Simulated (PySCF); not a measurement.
Computed shifts of a molecule C4H4F2, PBE/pcSseg-1 (PySCF), GIAO, gas phase, equivalent atoms averaged, in ppm (number of nuclei): ¹⁹F: -201.9 (2). ¹³C: 149.1 (2), 101.0 (2). ¹H: 7.03 (2), 5.76 (2). References: ¹⁹F against CFCl3 (σ = 133.6 ppm); ¹³C against TMS (σ = 182.0 ppm); ¹H against TMS (σ = 31.49 ppm), references at their B3LYP-D3(BJ)/def2-TZVP geometries, non-relativistic. Geometry: PBE-D3(BJ)/def2-SVP. One conformer was computed; it need not be the lowest.

Q: Identify the compound among the candidates.
(A) CC(F)=C=CF
(B) C#CC(C)(F)F
(C) F/C=C\C=C/F
(D) F[C@@H]1C=C[C@H]1F

A: D, F[C@@H]1C=C[C@H]1F
